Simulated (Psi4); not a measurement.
dimethylsulfoxide (C$_{2}$H$_{6}$OS), singlet, at a GFN2-xTB geometry; Psi4 with M06-L/def2-SVP.

The Psi4 input:
```
memory 2 GB

molecule mol {
0 1
  S    -0.006382    0.257897   -0.455835
  O    -0.012849    1.457810    0.378576
  C     1.370763   -0.798195    0.187247
  C    -1.350002   -0.827729    0.208628
  H     1.279876   -0.896771    1.263088
  H    -2.298108   -0.352210   -0.019971
  H     1.324893   -1.764772   -0.300458
  H     2.304614   -0.302248   -0.056141
  H    -1.290832   -1.793166   -0.279902
  H    -1.240103   -0.924125    1.282891
}

set basis def2-svp
set reference rks

energy('m06-l')
print_variables()
```

Q: Predict the main parts of the log of this Psi4 run.

A: 
```
   => Loading Basis Set <=

    Name: DEF2-SVP
    Role: ORBITAL
    Keyword: BASIS

         ---------------------------------------------------------
                                   SCF
               by Justin Turney, Rob Parrish, Andy Simmonett
                          and Daniel G. A. Smith
                              RKS Reference
         ---------------------------------------------------------

  ==> Geometry <==

    Molecular point group: c1
    Full point group: C1

    Geometry (in Angstrom), charge = 0, multiplicity = 1:

       Center              X                  Y                   Z               Mass
    ------------   -----------------  -----------------  -----------------  -----------------
         S           -0.005363415922     0.181353534512    -0.431943040314    31.972071174400
         O           -0.011830415922     1.381266534512     0.402467959686    15.994914619570
         C            1.371781584078    -0.874738465488     0.211138959686    12.000000000000
         C           -1.348983415922    -0.904272465488     0.232519959686    12.000000000000
         H            1.280894584078    -0.973314465488     1.286979959686     1.007825032230
         H           -2.297089415922    -0.428753465488     0.003920959686     1.007825032230
         H            1.325911584078    -1.841315465488    -0.276566040314     1.007825032230
         H            2.305632584078    -0.378791465488    -0.032249040314     1.007825032230
         H           -1.289813415922    -1.869709465488    -0.256010040314     1.007825032230
         H           -1.239084415922    -1.000668465488     1.306782959686     1.007825032230

  Running in c1 symmetry.

  Rotational constants: A =      0.23071  B =      0.22471  C =      0.13869 [cm^-1]
  Rotational constants: A =   6916.58374  B =   6736.51536  C =   4157.91795 [MHz]
  Nuclear repulsion =  183.517465013065248

  Charge       = 0
  Multiplicity = 1
  Electrons    = 42
  Nalpha       = 21
  Nbeta        = 21

  ==> Algorithm <==

  SCF Algorithm Type is DF.
  DIIS enabled.
  MOM disabled.
  Fractional occupation disabled.
  Guess Type is SAD.
  Energy threshold   = 1.00e-06
  Density threshold  = 1.00e-06
  Integral threshold = 1.00e-12

  ==> Primary Basis <==

  Basis Set: DEF2-SVP
    Blend: DEF2-SVP
    Number of shells: 44
    Number of basis functions: 90
    Number of Cartesian functions: 94
    Spherical Harmonics?: true
    Max angular momentum: 2

  ==> DFT Potential <==

   => LibXC <=

    Version 7.1.2
    S. Lehtola, C. Steigemann, M. J. T. Oliveira, and M. A. L. Marques,  SoftwareX 7, 1–5 (2018) (10.1016/j.softx.2017.11.002)

   => Composite Functional: M06-L <=

    M06-L Meta-GGA XC Functional

    Y. Zhao and D. G. Truhlar, J. Chem. Phys. 125, 194101, 2006

    Deriv               =              1
    GGA                 =           TRUE
    Meta                =           TRUE

    Exchange Hybrid     =          FALSE
    MP2 Hybrid          =          FALSE

   => Exchange Functionals <=

    1.0000   XC_MGGA_X_M06_L

   => Correlation Functionals <=

    1.0000   XC_MGGA_C_M06_L

   => LibXC Density Thresholds  <==

    XC_MGGA_C_M06_L:  1.00E-12
    XC_MGGA_X_M06_L:  1.00E-15

   => Molecular Quadrature <=

    Radial Scheme          =       TREUTLER
    Pruning Scheme         =           NONE
    Nuclear Scheme         =       TREUTLER

    Blocking Scheme        =         OCTREE
    BS radius alpha        =              1
    Pruning alpha          =              1
    Radial Points          =             75
    Spherical Points       =            302
    Total Points           =         213628
    Total Blocks           =           1624
    Max Points             =            256
    Max Functions          =             89
    Weights Tolerance      =       1.00E-15

   => Loading Basis Set <=

    Name: (DEF2-SVP AUX)
    Role: JKFIT
    Keyword: DF_BASIS_SCF

  ==> Integral Setup <==

  SCF_SUBTYPE=INCORE selected. In-core MEM_DF algorithm will be used.
  Using in-core AOs.

  ==> MemDFJK: Density-Fitted J/K Matrices <==

    J tasked:                   Yes
    K tasked:                    No
    wK tasked:                   No
    Algorithm:                 Core
    Schwarz Cutoff:           1E-12
    Mask sparsity (%):       0.6420
    Fitting Condition:        1E-10

   => Auxiliary Basis Set <=

  Basis Set: (DEF2-SVP AUX)
    Blend: DEF2-UNIVERSAL-JKFIT
    Number of shells: 149
    Number of basis functions: 463
    Number of Cartesian functions: 546
    Spherical Harmonics?: true
    Max angular momentum: 4

  Minimum eigenvalue in the overlap matrix is 5.2340303899E-03.
  Reciprocal condition number of the overlap matrix is 9.5159759169E-04.
    Using symmetric orthogonalization.

  ==> Pre-Iterations <==

  SCF Guess: Superposition of Atomic Densities via on-the-fly atomic UHF (no occupation information).

   -------------------------
    Irrep   Nso     Nmo
   -------------------------
     A         90      90
   -------------------------
    Total      90      90
   -------------------------

  ==> Iterations <==

                           Total Energy        Delta E     RMS |[F,P]|

   @DF-RKS iter SAD:  -552.55904416162684   -5.52559e+02   0.00000e+00
   @DF-RKS iter   1:  -552.49302354457814    6.60206e-02   1.04631e-02 DIIS/ADIIS
   @DF-RKS iter   2:  -551.86960285235148    6.23421e-01   1.65581e-02 DIIS/ADIIS
   @DF-RKS iter   3:  -552.85011609689604   -9.80513e-01   4.00152e-03 DIIS/ADIIS
   @DF-RKS iter   4:  -552.90651519736161   -5.63991e-02   1.62692e-03 DIIS/ADIIS
   @DF-RKS iter   5:  -552.91614969591251   -9.63450e-03   2.51105e-04 DIIS/ADIIS
   @DF-RKS iter   6:  -552.91642382624070   -2.74130e-04   7.84315e-05 DIIS
   @DF-RKS iter   7:  -552.91645354367586   -2.97174e-05   1.74347e-05 DIIS
   @DF-RKS iter   8:  -552.91645481571368   -1.27204e-06   3.54132e-06 DIIS
   @DF-RKS iter   9:  -552.91645487004985   -5.43362e-08   5.43509e-07 DIIS
  Energy and wave function converged.

  ==> Post-Iterations <==

   Electrons on quadrature grid:
      Ntotal   =   41.9999969830 ; deviation = -3.017e-06

    Orbital Energies [Eh]
    ---------------------

    Doubly Occupied:

       1A    -88.601888     2A    -18.919578     3A    -10.081521
       4A    -10.081496     5A     -7.986723     6A     -5.899800
       7A     -5.898517     8A     -5.891776     9A     -0.988295
      10A     -0.743000    11A     -0.675533    12A     -0.562687
      13A     -0.429980    14A     -0.424720    15A     -0.419552
      16A     -0.389952    17A     -0.370951    18A     -0.361008
      19A     -0.328648    20A     -0.236878    21A     -0.195903

    Virtual:

      22A      0.018722    23A      0.033005    24A      0.062172
      25A      0.079174    26A      0.100234    27A      0.115006
      28A      0.120985    29A      0.138880    30A      0.149368
      31A      0.338988    32A      0.395931    33A      0.420134
      34A      0.434869    35A      0.443268    36A      0.487357
      37A      0.546668    38A      0.595252    39A      0.615619
      40A      0.615870    41A      0.624241    42A      0.633978
      43A      0.643224    44A      0.648405    45A      0.668811
      46A      0.700415    47A      0.719094    48A      0.739965
      49A      0.764834    50A      0.851099    51A      0.885795
      52A      1.018467    53A      1.047893    54A      1.069699
      55A      1.079042    56A      1.146496    57A      1.155415
      58A      1.224905    59A      1.260447    60A      1.290710
      61A      1.481659    62A      1.489360    63A      1.503675
      64A      1.699242    65A      1.714293    66A      1.731484
      67A      1.751793    68A      1.797217    69A      1.851321
      70A      1.964206    71A      1.968855    72A      1.969386
      73A      1.991227    74A      2.220427    75A      2.239610
      76A      2.441287    77A      2.456160    78A      2.458877
      79A      2.460696    80A      2.684843    81A      2.697804
      82A      2.733753    83A      2.773019    84A      2.824924
      85A      2.834787    86A      2.875284    87A      2.889674
      88A      2.926370    89A      2.931933    90A      3.412279

    Final Occupation by Irrep:
              A
    DOCC [    21 ]
    NA   [    21 ]
    NB   [    21 ]

  @DF-RKS Final Energy:  -552.91645487004985

   => Energetics <=

    Nuclear Repulsion Energy =            183.5174650130652481
    One-Electron Energy =               -1123.5574163416172269
    Two-Electron Energy =                 434.5464085751398216
    DFT Exchange-Correlation Energy =     -47.4229121166376615
    Empirical Dispersion Energy =           0.0000000000000000
    VV10 Nonlocal Energy =                  0.0000000000000000
    Total Energy =                       -552.9164548700498472

Computation Completed

Properties will be evaluated at   0.000000,   0.000000,   0.000000 [a0]

Properties computed using the SCF density matrix

 Multipole Moments:

 ------------------------------------------------------------------------------------
     Multipole            Electronic (a.u.)      Nuclear  (a.u.)        Total (a.u.)
 ------------------------------------------------------------------------------------

 L = 1.  Multiply by 2.5417464519 to convert [e a0] to [Debye]
 Dipole X            :         -0.0676260            0.0808473            0.0132213
 Dipole Y            :          4.6853306           -6.0751474           -1.3898168
 Dipole Z            :         -2.1334558            1.8962784           -0.2371774
 Magnitude           :                                                    1.4099712

 ------------------------------------------------------------------------------------

  Variable Map:
  ----------------------------------------------------------------------------
  "CURRENT ENERGY"              =>    -552.916454870050
  "CURRENT REFERENCE ENERGY"    =>    -552.916454870050
  "DD SOLVATION ENERGY"         =>       0.000000000000
  "DFT FUNCTIONAL TOTAL ENERGY" =>    -552.916454870050
  "DFT TOTAL ENERGY"            =>    -552.916454870050
  "DFT VV10 ENERGY"             =>       0.000000000000
  "DFT XC ENERGY"               =>     -47.422912116638
  "GRID ELECTRONS ALPHA"        =>      20.999998491510
  "GRID ELECTRONS BETA"         =>      20.999998491510
  "GRID ELECTRONS TOTAL"        =>      41.999996983019
  "NUCLEAR REPULSION ENERGY"    =>     183.517465013065
  "ONE-ELECTRON ENERGY"         =>   -1123.557416341617
  "PCM POLARIZATION ENERGY"     =>       0.000000000000
  "PE ENERGY"                   =>       0.000000000000
  "SCF ITERATION ENERGY"        =>    -552.916454870050
  "SCF ITERATIONS"              =>       9.000000000000
  "SCF TOTAL ENERGY"            =>    -552.916454870050
  "TWO-ELECTRON ENERGY"         =>     434.546408575140
  "XC GRID RADIAL POINTS"       =>      75.000000000000
  "XC GRID SPHERICAL POINTS"    =>     302.000000000000
  "XC GRID TOTAL POINTS"        =>  213628.000000000000

  Array Variable Map:
  ----------------------------------------------------------------------------
  "CURRENT DIPOLE"              =>       0.013221307828 ... -0.237177370665 1 by 3
  "SCF DIPOLE"                  =>       0.013221307828 ... -0.237177370665 1 by 3
  "SCF TOTAL ENERGIES"          =>    -552.559044161627 ... -552.916454870050 1 by 10
```
